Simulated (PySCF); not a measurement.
**Broadened absorption spectrum of benzoic acid**

Benzoic acid, C7H6O2.
SMILES: `c1ccccc1C(=O)O`

Computed with TDDFT B3LYP/def2-SVPD, vertical, gas phase, core orbitals frozen in the response in PySCF 2.14.0, density-fitted response routines. One conformer (not necessarily the lowest) at the PBE0-D3(BJ)/def2-SVP geometry, without solvent, vibrations or thermal averaging. Torsions of this conformer, `[O:1]=[C:2]([OH:3])[c:4]1[cH:5][cH:6][cH:7][cH:8][cH:9]1`: O1–C2–C4–C5 0°, H–O3–C2–O1 0°.

Each state is given a Gaussian of 0.25 eV full width at half maximum, with ε(max) = 2.175×10⁸ f / Δν̃ (Δν̃ the width in cm⁻¹). The cross-section is σ = 3.8235×10⁻²¹ ε cm², given in Mb (10⁻¹⁸ cm²). The width is an assumption, not a result. The curve ends short of the highest state used, and states not computed would add to its high-energy end.

```json
{"λ (nm)": "196.0", "σ (Mb)": "35.95"}
{"λ (nm)": "198.7", "σ (Mb)": "10.41"}
{"λ (nm)": "201.4", "σ (Mb)": "1.69"}
{"λ (nm)": "204.1", "σ (Mb)": "0.16"}
{"λ (nm)": "206.8", "σ (Mb)": "0.01"}
{"λ (nm)": "209.5", "σ (Mb)": "0.00"}
{"λ (nm)": "212.2", "σ (Mb)": "0.07"}
{"λ (nm)": "214.9", "σ (Mb)": "0.76"}
{"λ (nm)": "217.6", "σ (Mb)": "4.89"}
{"λ (nm)": "220.2", "σ (Mb)": "18.53"}
{"λ (nm)": "222.9", "σ (Mb)": "47.45"}
{"λ (nm)": "225.6", "σ (Mb)": "79.81"}
{"λ (nm)": "228.3", "σ (Mb)": "90.74"}
{"λ (nm)": "231.0", "σ (Mb)": "71.63"}
{"λ (nm)": "233.7", "σ (Mb)": "40.27"}
{"λ (nm)": "236.4", "σ (Mb)": "16.56"}
{"λ (nm)": "239.1", "σ (Mb)": "5.34"}
{"λ (nm)": "241.8", "σ (Mb)": "2.21"}
{"λ (nm)": "244.5", "σ (Mb)": "2.84"}
{"λ (nm)": "247.2", "σ (Mb)": "4.93"}
{"λ (nm)": "249.8", "σ (Mb)": "6.89"}
{"λ (nm)": "252.5", "σ (Mb)": "7.59"}
{"λ (nm)": "255.2", "σ (Mb)": "6.55"}
{"λ (nm)": "257.9", "σ (Mb)": "4.50"}
{"λ (nm)": "260.6", "σ (Mb)": "2.49"}
{"λ (nm)": "263.3", "σ (Mb)": "1.13"}
{"λ (nm)": "266.0", "σ (Mb)": "0.42"}
{"λ (nm)": "268.7", "σ (Mb)": "0.13"}
{"λ (nm)": "271.4", "σ (Mb)": "0.04"}
{"λ (nm)": "274.1", "σ (Mb)": "0.01"}
```

Task: Where are the band maxima, and which computed states make them?

Result: 252 nm (4.92 eV), ε about 2000, made up of S2 (100%); 228 nm (5.44 eV), ε about 24000, made up of S3 (100%) (ε in L mol⁻¹ cm⁻¹; maxima over ε = 5, shares over 10%). At its high-energy end, 6.32 eV, the curve is still rising (ε about 8800, from S5). The states used: S1 4.90 eV (f 0.0000); S2 4.92 eV (f 0.018); S3 5.44 eV (f 0.221); S4 6.39 eV (f 0.0002); S5 6.44 eV (f 0.156); S6 6.68 eV (f 0.555); S7 6.82 eV (f 0.0000); S8 6.85 eV (f 0.059); S9 6.87 eV (f 0.0005); S10 6.92 eV (f 0.0007).

Task: What would ε be at 5.44 eV, the highest of these maxima, with half the width (0.125 eV)?

Result: About 47700 L mol⁻¹ cm⁻¹ against 23800, a factor of about 2.00; a lone state at its own centre would give exactly 2.

Task: On this curve, what absorbance would a 10⁻³ mol/L sample give at 222 nm over a 1 cm path?

Result: 222 nm is 5.585 eV, where ε is about 9500 L mol⁻¹ cm⁻¹, so A = ε c l ≈ 9.5 (Beer–Lambert, with the gas-phase spectrum and the assumed width).

Task: Coming from long wavelengths, where does ε first pass 100 L mol⁻¹ cm⁻¹?

Result: At about 266 nm (4.66 eV), 0.24 eV below S1.

All these states lie below the vertical ionisation energy of 9.54 eV (ΔSCF).
